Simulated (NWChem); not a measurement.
System: C3H3BO3; SMILES O=C1C=CB(O)O1

```xyz
10

O     -0.6804     2.2590     0.0000
C     -0.1905     1.1632     0.0000
C      1.2574     0.7805     0.0000
C      1.3896    -0.5561     0.0000
B     -0.0830    -1.0924     0.0000
O     -0.5134    -2.3709     0.0000
O     -0.9562    -0.0010     0.0000
H      2.0214     1.5509     0.0000
H      2.3369    -1.0840     0.0000
H     -1.4822    -2.4273     0.0000
```
Atoms are numbered in this order, from 1.

Program: NWChem. Structure relaxed at the B3LYP/6-31G* (spherical d) level.

For level B3LYP/def2-TZVP:

```
Quantity                     Value
---------------------------  -----
highest occupied level (eV)  -8.18
orbital gap (eV)              5.55
dipole (D)                    2.76
```

Estimate the same quantities for level BLYP/def2-TZVP.

highest occupied level (eV): -6.67
orbital gap (eV): 3.47
dipole (D): 2.65
